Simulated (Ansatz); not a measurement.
K3I2⁺, relaxed as a singlet with RKS r2SCAN-D4/def2-SVP in Ansatz, starting from the GFN1-xTB geometry. Force threshold 0.02 eV/Å.

In the def2 sets I takes a core potential; there is no spin–orbit coupling. The structure comes from a short search, and lower isomers may exist.

Start:

```xyz
5

K    -1.0242   -1.1418    1.8834
K    -0.4264    4.4248   -1.3594
K     1.3662   -1.1277   -1.0998
I    -0.3302    1.5576    0.0002
I     0.4145   -3.7129    0.5756
```

| step | energy (eV) | largest force component (eV/Å) | SCF passes |
| --- | --- | --- | --- |
| 1 | -65175.7189 | 0.438 | 14 |
| 2 | -65175.8276 | 0.285 | 16 |
| 3 | -65175.9084 | 0.079 | 15 |
| 4 | -65175.9251 | 0.069 | 16 |
| 5 | -65175.9303 | 0.039 | 17 |
| 6 | -65175.9333 | 0.007 | 16 |
| 7 | -65175.9339 | 0.011 | 16 |
| 8 | -65175.9340 | 0.004 | 11 |

Force components are those of the run's own axes.

End:

Cartesian coordinates in Å:
```
K -1.320 -1.002 2.034
K -0.612 4.481 -1.027
K 1.669 -1.415 -1.466
I -0.133 1.345 -0.274
I 0.395 -3.410 0.733
```

By distances, no bond broke or formed. The bond that changes most is K3–I4, from 3.36 to 3.51 Å (atoms count from 1). The end is the same structure that another start reached.

The force fell under the threshold at step 6, but the optimiser went on. No frequencies were taken in this run, so the end may be a saddle point.

Hardware: 4 threads of Intel Xeon on a shared host. Wall time 43 s.
